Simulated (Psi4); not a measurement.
Torsional profile of C₃H₃F₃Si, SMILES C#CC[Si](F)(F)F. Scanned: dihedral C2–C3–Si4–F5; all other coordinates were relaxed at B3LYP-D3(BJ)/def2-SVP. Heavy atoms are numbered in the order of the SMILES C#CC[Si](F)(F)F, hydrogens after them in the order of the atoms that carry them; the mirror image has the same energies with the sign of each dihedral reversed.

Methods: PBE/def2-TZVP // B3LYP-D3(BJ)/def2-SVP (Psi4); PBE-D3(BJ)/def2-TZVP // B3LYP-D3(BJ)/def2-SVP (Psi4); PBE0-D3(BJ)/def2-TZVP // B3LYP-D3(BJ)/def2-SVP (Psi4); MP2/cc-pVTZ = DF-MP2 (frozen core)/cc-pVTZ // B3LYP-D3(BJ)/def2-SVP run with Psi4.

Energies relative to the lowest point of each profile, in kcal/mol; the last columns give the difference from MP2:

```json
[
 {"φ / °": "0", "PBE/def2-TZVP": "1.53", "PBE-D3(BJ)/def2-TZVP": "1.56", "PBE0-D3(BJ)/def2-TZVP": "1.68", "MP2/cc-pVTZ": "1.87", "PBE/def2-TZVP − MP2/cc-pVTZ": "-0.34", "PBE-D3(BJ)/def2-TZVP − MP2/cc-pVTZ": "-0.31", "PBE0-D3(BJ)/def2-TZVP − MP2/cc-pVTZ": "-0.19"},
 {"φ / °": "10", "PBE/def2-TZVP": "1.44", "PBE-D3(BJ)/def2-TZVP": "1.48", "PBE0-D3(BJ)/def2-TZVP": "1.59", "MP2/cc-pVTZ": "1.76", "PBE/def2-TZVP − MP2/cc-pVTZ": "-0.32", "PBE-D3(BJ)/def2-TZVP − MP2/cc-pVTZ": "-0.28", "PBE0-D3(BJ)/def2-TZVP − MP2/cc-pVTZ": "-0.17"},
 {"φ / °": "20", "PBE/def2-TZVP": "1.17", "PBE-D3(BJ)/def2-TZVP": "1.20", "PBE0-D3(BJ)/def2-TZVP": "1.29", "MP2/cc-pVTZ": "1.43", "PBE/def2-TZVP − MP2/cc-pVTZ": "-0.26", "PBE-D3(BJ)/def2-TZVP − MP2/cc-pVTZ": "-0.23", "PBE0-D3(BJ)/def2-TZVP − MP2/cc-pVTZ": "-0.13"},
 {"φ / °": "30", "PBE/def2-TZVP": "0.79", "PBE-D3(BJ)/def2-TZVP": "0.81", "PBE0-D3(BJ)/def2-TZVP": "0.86", "MP2/cc-pVTZ": "0.95", "PBE/def2-TZVP − MP2/cc-pVTZ": "-0.16", "PBE-D3(BJ)/def2-TZVP − MP2/cc-pVTZ": "-0.14", "PBE0-D3(BJ)/def2-TZVP − MP2/cc-pVTZ": "-0.09"},
 {"φ / °": "40", "PBE/def2-TZVP": "0.43", "PBE-D3(BJ)/def2-TZVP": "0.43", "PBE0-D3(BJ)/def2-TZVP": "0.45", "MP2/cc-pVTZ": "0.49", "PBE/def2-TZVP − MP2/cc-pVTZ": "-0.06", "PBE-D3(BJ)/def2-TZVP − MP2/cc-pVTZ": "-0.05", "PBE0-D3(BJ)/def2-TZVP − MP2/cc-pVTZ": "-0.04"},
 {"φ / °": "50", "PBE/def2-TZVP": "0.14", "PBE-D3(BJ)/def2-TZVP": "0.14", "PBE0-D3(BJ)/def2-TZVP": "0.16", "MP2/cc-pVTZ": "0.16", "PBE/def2-TZVP − MP2/cc-pVTZ": "-0.02", "PBE-D3(BJ)/def2-TZVP − MP2/cc-pVTZ": "-0.02", "PBE0-D3(BJ)/def2-TZVP − MP2/cc-pVTZ": "0.00"},
 {"φ / °": "60", "PBE/def2-TZVP": "0.00", "PBE-D3(BJ)/def2-TZVP": "0.00", "PBE0-D3(BJ)/def2-TZVP": "0.00", "MP2/cc-pVTZ": "0.00", "PBE/def2-TZVP − MP2/cc-pVTZ": "0.00", "PBE-D3(BJ)/def2-TZVP − MP2/cc-pVTZ": "0.00", "PBE0-D3(BJ)/def2-TZVP − MP2/cc-pVTZ": "0.00"},
 {"φ / °": "70", "PBE/def2-TZVP": "0.12", "PBE-D3(BJ)/def2-TZVP": "0.13", "PBE0-D3(BJ)/def2-TZVP": "0.14", "MP2/cc-pVTZ": "0.13", "PBE/def2-TZVP − MP2/cc-pVTZ": "-0.01", "PBE-D3(BJ)/def2-TZVP − MP2/cc-pVTZ": "-0.01", "PBE0-D3(BJ)/def2-TZVP − MP2/cc-pVTZ": "0.01"},
 {"φ / °": "80", "PBE/def2-TZVP": "0.38", "PBE-D3(BJ)/def2-TZVP": "0.39", "PBE0-D3(BJ)/def2-TZVP": "0.41", "MP2/cc-pVTZ": "0.45", "PBE/def2-TZVP − MP2/cc-pVTZ": "-0.07", "PBE-D3(BJ)/def2-TZVP − MP2/cc-pVTZ": "-0.06", "PBE0-D3(BJ)/def2-TZVP − MP2/cc-pVTZ": "-0.04"},
 {"φ / °": "90", "PBE/def2-TZVP": "0.75", "PBE-D3(BJ)/def2-TZVP": "0.76", "PBE0-D3(BJ)/def2-TZVP": "0.81", "MP2/cc-pVTZ": "0.90", "PBE/def2-TZVP − MP2/cc-pVTZ": "-0.15", "PBE-D3(BJ)/def2-TZVP − MP2/cc-pVTZ": "-0.14", "PBE0-D3(BJ)/def2-TZVP − MP2/cc-pVTZ": "-0.09"},
 {"φ / °": "100", "PBE/def2-TZVP": "1.13", "PBE-D3(BJ)/def2-TZVP": "1.16", "PBE0-D3(BJ)/def2-TZVP": "1.23", "MP2/cc-pVTZ": "1.37", "PBE/def2-TZVP − MP2/cc-pVTZ": "-0.24", "PBE-D3(BJ)/def2-TZVP − MP2/cc-pVTZ": "-0.21", "PBE0-D3(BJ)/def2-TZVP − MP2/cc-pVTZ": "-0.13"},
 {"φ / °": "110", "PBE/def2-TZVP": "1.42", "PBE-D3(BJ)/def2-TZVP": "1.45", "PBE0-D3(BJ)/def2-TZVP": "1.57", "MP2/cc-pVTZ": "1.73", "PBE/def2-TZVP − MP2/cc-pVTZ": "-0.31", "PBE-D3(BJ)/def2-TZVP − MP2/cc-pVTZ": "-0.28", "PBE0-D3(BJ)/def2-TZVP − MP2/cc-pVTZ": "-0.17"}
]
```

PBE/def2-TZVP is furthest from MP2/cc-pVTZ at 0 (-0.34 kcal/mol, below); its mean absolute difference over the points is 0.16 kcal/mol.

PBE-D3(BJ)/def2-TZVP is furthest from MP2/cc-pVTZ at 0 (-0.31 kcal/mol, below); its mean absolute difference over the points is 0.14 kcal/mol.

PBE0-D3(BJ)/def2-TZVP is furthest from MP2/cc-pVTZ at 0 (-0.19 kcal/mol, below); its mean absolute difference over the points is 0.09 kcal/mol.
